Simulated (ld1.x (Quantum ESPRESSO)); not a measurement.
# hydrogen (H): ultrasoft pseudisation with PBE, scalar-relativistic reference atom.

```json
{"Element": "H", "Generator": "ld1.x (Quantum ESPRESSO) 7.5", "Type": "ultrasoft", "Functional": "PBE", "Relativity": "scalar-relativistic", "Frozen core": "none", "Valence charge": "1", "Reference configuration": "1s1", "Partial waves": "1s (bound): rcut 0.70, rcutus 0.80 bohr; 1s channel at 0.25 Ry: rcut 0.70, rcutus 0.80 bohr", "Local potential": "all-electron potential smoothed inside 0.65 bohr (lloc = -1)", "Core correction": "none", "Augmentation charge": "built from norm-conserving waves at rcut, not smoothed further"}
```

- Cutoffs needed: 25 Ry and 50 Ry (the cutoffs (Ry, on a coarse ladder) from which the occupation-weighted sum of valence levels, in a spherical-Bessel basis at the reference potential, stays within 10 and 1 mRy of its value at 400 Ry)
- Ghost test: no extra level below or beside the all-electron valence levels (s, p, d, f tested) (spherical-Bessel basis up to 400 Ry, 20 bohr box)
- Lowest eigenvalue of the overlap operator: 0.99 (s channel)
